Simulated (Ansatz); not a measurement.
Geometry optimisation, UKS PBE0-D4/def2-SVP (Ansatz).

The input (input.yaml):

```yaml
crystal:
  periodic: [false, false, false]
  atoms:
    - { symbol: Si, position_ang: [-0.209397, 0.159596, 0.63972] }
    - { symbol: "N", position_ang: [0.784025, -1.308042, 0.401567] }
    - { symbol: O, position_ang: [-1.342586, 0.448747, -0.545282] }
    - { symbol: C, position_ang: [-1.051341, 0.853731, -1.851238] }
    - { symbol: H, position_ang: [0.762972, 1.285365, 0.636161] }
    - { symbol: H, position_ang: [-1.013684, -0.048493, 1.861156] }
    - { symbol: H, position_ang: [1.659721, -0.771115, 2.467668] }
    - { symbol: F, position_ang: [1.558587, -0.062762, 3.033287] }
    - { symbol: H, position_ang: [1.504739, -1.277644, -0.314458] }
    - { symbol: H, position_ang: [0.289255, -2.195023, 0.350045] }
    - { symbol: H, position_ang: [-1.942855, 1.327749, -2.292568] }
    - { symbol: H, position_ang: [-0.225673, 1.591177, -1.892304] }
    - { symbol: H, position_ang: [-0.773762, -0.003086, -2.493855] }
magnetization:
  spin_polarized: true
basis:
  gaussian: { orbitals: def2-SVP }
hamiltonian:
  xc: pbe0
  dispersion: d4
relax:
  f_tol: 0.03
  max_steps: 50
```

Command:

```bash
$ ansatz run input.yaml --threads 4 --pin off --max-ram 5120MiB --backend cpu --events-out ev --progress --plain --runs-dir out
```

**Question.** Where does it end, and by what steps?

**Answer.** The run converged. After 6 steps the energy has fallen by 0.228 eV; F8 moved furthest, 0.49 Å.

```json
{"step": "0", "energy less start (eV)": "0.0000", "largest force component (eV/Å)": "0.940", "accepted": "yes"}
{"step": "1", "energy less start (eV)": "-0.0998", "largest force component (eV/Å)": "0.989", "accepted": "yes"}
{"step": "2", "energy less start (eV)": "-0.2006", "largest force component (eV/Å)": "0.367", "accepted": "yes"}
{"step": "3", "energy less start (eV)": "-0.2198", "largest force component (eV/Å)": "0.314", "accepted": "yes"}
{"step": "4", "energy less start (eV)": "-0.2264", "largest force component (eV/Å)": "0.181", "accepted": "yes"}
{"step": "5", "energy less start (eV)": "-0.2278", "largest force component (eV/Å)": "0.056", "accepted": "yes"}
{"step": "6", "energy less start (eV)": "-0.2282", "largest force component (eV/Å)": "0.027", "accepted": "yes"}
```

```xyz
13
Properties=species:S:1:pos:R:3
Si -0.265 0.243 0.670
N 0.782 -1.169 0.569
O -1.345 0.397 -0.583
C -1.030 0.818 -1.879
H 0.655 1.415 0.671
H -1.090 0.078 1.885
H 1.537 -0.878 2.084
F 1.788 -0.478 2.907
H 1.501 -1.163 -0.151
H 0.324 -2.078 0.575
H -1.937 1.212 -2.362
H -0.267 1.620 -1.888
H -0.653 -0.016 -2.499
```

Run time: 34 s on 4 threads of Arm Neoverse N1, on a shared host, peak memory 0.36 GiB.
